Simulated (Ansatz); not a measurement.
System: C5H10Si, net charge 0, singlet state. 
Coordinates optimised at B3LYP-D3(BJ)/def2-TZVP (Ansatz, a quantum-chemistry and plane-wave program):
SMILES: CC1=CC[SiH2]C1
```xyz
16

C      2.5183    -0.3663     0.0372
C      1.0263    -0.2365     0.0530
C      0.2006    -1.1896     0.4960
C     -1.2946    -0.9763     0.4773
Si    -1.4446     0.7638    -0.2592
C      0.4155     1.0531    -0.4639
H      2.9068    -0.2576    -0.9801
H      2.9833     0.4242     0.6342
H      2.8453    -1.3300     0.4288
H      0.5972    -2.1273     0.8745
H     -1.8008    -1.7363    -0.1251
H     -1.7226    -1.0492     1.4814
H     -2.0889     1.7362     0.6580
H     -2.1837     0.7939    -1.5456
H      0.7808     1.9124     0.1071
H      0.7098     1.2340    -1.5023
```
Charge 0, spin multiplicity 1.

Property: atomisation energy (electronic, to ground-state atoms); the coupled-cluster value holds the core correlation from cc-pwCVTZ, in kJ/mol. Cores are frozen in the correlated levels unless marked. UHF or UKS for open shells. No spin-orbit coupling. No relativistic terms. Basis-set limits of correlation are two-point, X^-3; Hartree-Fock from the larger set.

Level to compare with: CCSD(T)/CBS(cc-pV(T+d)Z,cc-pV(Q+d)Z) plus the core term (Ansatz), 6469.3 kJ/mol. It is a level with limits of its own, and the differences hold the functionals' basis error too.

### Question
Rank these functionals by how close they come to CCSD(T)/CBS(cc-pV(T+d)Z,cc-pV(Q+d)Z), closest first: r2SCANh/def2-TZVPD (Ansatz); BHLYP/def2-TZVPD (Ansatz); wB97X-V/def2-TZVPD (Ansatz).

### Answer
wB97X-V/def2-TZVPD (range-separated hybrid with VV10, 6461.7 kJ/mol, difference -7.6), r2SCANh/def2-TZVPD (hybrid meta-GGA, 6430.5 kJ/mol, difference -38.8), BHLYP/def2-TZVPD (global hybrid, 6266.4 kJ/mol, difference -202.9)
